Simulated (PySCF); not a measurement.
# Dy⁵¹⁺: ionisation energy

Dy⁵¹⁺ [Ne] 3s2 3p3 [3p1/2^2 3p3/2^1, M_J = 3/2] → Dy⁵²⁺ [Ne] 3s2 3p2 [3p1/2^2, M_J = 0], as a difference of total energies. All numbers are calculated (PySCF 2.14, the two-component X2C-1e Hamiltonian, in an even-tempered Gaussian basis (18 s from 14 bohr⁻², ratio 2.4; 14 p from 18 bohr⁻², ratio 2.4; 4 d from 62 bohr⁻², ratio 2.6; 4 f from 93 bohr⁻², ratio 2.6)). Correlated levels: 1s2 frozen; the 54 highest virtual spinors dropped. "Screened" scales the spin-orbit matrix elements by Boettger's factors to mimic the two-electron term; Breit and QED terms are absent.

| method | ionisation energy (eV) |
| --- | --- |
| GHF (spin-free) | 4709.6 |
| GMP2 (spin-free) | 4710.1 |
| GHF (screened spin-orbit) | 4632.2 |
| GMP2 (screened spin-orbit) | 4632.7 |

Breit and QED terms and the two-electron picture change are absent.

The spin-free rows relax to the high-spin LS determinant and lack the spin-orbit shift.

The labels give the starting determinants; with spin-orbit coupling the two ends relaxed to ⟨J²⟩ = 3.75, ⟨L²⟩ = 2.52, ⟨S²⟩ = 1.52 and ⟨J²⟩ = 0.00, ⟨L²⟩ = 1.34, ⟨S²⟩ = 1.34.

For comparison: 4629 ± 4 eV (theoretical estimate listed by NIST; NIST Atomic Spectra Database, ionization energies).
